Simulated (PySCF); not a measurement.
C10H6F2Se, SMILES Fc1cccc(F)c1-c1ccc[se]1 (GFN2-xTB optimised geometry):

```
19

F      2.206     0.846     0.125
C      1.694    -0.407     0.064
C      2.585    -1.459     0.071
C      2.102    -2.754     0.006
C      0.736    -2.962    -0.066
C     -0.128    -1.884    -0.070
F     -1.443    -2.171    -0.147
C      0.301    -0.549    -0.002
C     -0.587     0.596     0.000
C     -1.962     0.596     0.000
C     -2.570     1.866    -0.004
C     -1.704     2.914    -0.009
Se     0.055     2.373     0.000
H      3.641    -1.250     0.125
H      2.781    -3.591     0.010
H      0.320    -3.955    -0.121
H     -2.555    -0.300     0.007
H     -3.641     1.987    -0.002
H     -1.970     3.955    -0.013
```

Method: B3LYP/def2-SVP run with PySCF 2.14.0.

Problem. What are the frontier orbital energies and the dipole moment?

Solution. HOMO-2 -7.15 eV, HOMO-1 -6.63 eV, HOMO -5.99 eV, LUMO -1.52 eV, LUMO+1 -0.40 eV; dipole moment 1.15 D.

Meta-Löwdin charges at B3LYP/def2-SVP: F1 -0.26, C2 0.27, C3 -0.14, C4 -0.09, C5 -0.14, C6 0.28, F7 -0.26, C8 -0.05, C9 -0.14, C10 -0.13, C11 -0.13, C12 -0.26, Se13 0.33, H14 0.12, H15 0.11, H16 0.12, H17 0.12, H18 0.11, H19 0.12.
